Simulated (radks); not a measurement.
Te+, 51 electrons, occupied as [Kr] 4d10 5s2 5p3.

Calculated with a radial shooting solver on a logarithmic mesh with Libxc functionals: scalar-relativistic Kohn-Sham, PBE, spin-unpolarised, spherical densities, finite nucleus; Fermi nuclear charge, rms radius 4.7423 fm.

Energy parts (eV):
part                       energy
total                 -184871.860
kinetic                193688.145
electron-nucleus      -446749.292
Hartree                 72958.042
exchange-correlation    -4768.755

Orbitals (lengths in bohr, moments of r in powers of bohr; r(max) is where P^2 peaks):
orbital  occ.  eigenvalue (eV)      <r^4>      <r>   r(max)
1s          2        -31636.07  2.872e-06  0.02781  0.01794
2s          2        -4859.174  0.0004927   0.1199   0.1014
2p          6        -4363.124  0.0003555   0.1048  0.08123
3s          2        -974.2758    0.02141   0.3221   0.2926
3p          6        -813.0082    0.02254   0.3202   0.2863
3d         10        -569.1483    0.01994   0.2968   0.2379
4s          2        -173.4306     0.6450   0.7646   0.7011
4p          6        -123.4598     0.9051   0.8210   0.7380
4d         10         -50.6774      2.144   0.9704   0.8108
5s          2         -23.4419      33.13    2.032    1.777
5p          3         -13.6831      78.87    2.482    2.106

The highest occupied level is 5p at -13.683 eV. The electron density at the nucleus is 2.35e+05 e/bohr^3 (large components only). For comparison, the ionisation energy in NIST's Atomic Spectra Database is 18.6 eV (measured). In exact Kohn-Sham theory the highest level is minus the ionisation energy, but local and semilocal functionals leave it too shallow, through self-interaction and a potential that decays too fast; potentials with the right tail come closer. Summed over all electrons, <r^2> = 49.52 bohr^2, which gives a Langevin (diamagnetic) susceptibility term of -39.2 x 10^-6 cm^3/mol.

Beside tabulated values, note that spin-unpolarised runs miss the spin-polarisation part of the exchange energy of open shells.
